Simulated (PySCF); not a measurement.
AsF₂, SMILES F[As]F, multiplicity 2. Atoms are numbered in the order given.

```xyz
3

F      0.0000    -1.3041     0.7497
As     0.0000     0.0000    -0.4089
F      0.0000     1.3041     0.7497
```
Charge 0, spin multiplicity 2.

Geometry: B3LYP-D3(BJ)/def2-TZVP. The isomer is the one that the SMILES or the coordinates give; other isomers of the formula were not compared.

Method: PySCF with B3LYP-D3(BJ)/def2-TZVP.

Frequencies are harmonic and unscaled.

Computed normal modes with their intensities:
| mode | ν (cm⁻¹) | IR (km/mol) | moving atoms (share of kinetic energy) |
|---|---|---|---|
| 1 | 262 | 7.5 | F 86 %, As 14 % |
| 2 | 665 | 125.3 | F 78 %, As 22 % |
| 3 | 696 | 80.7 | F 80 %, As 20 % |
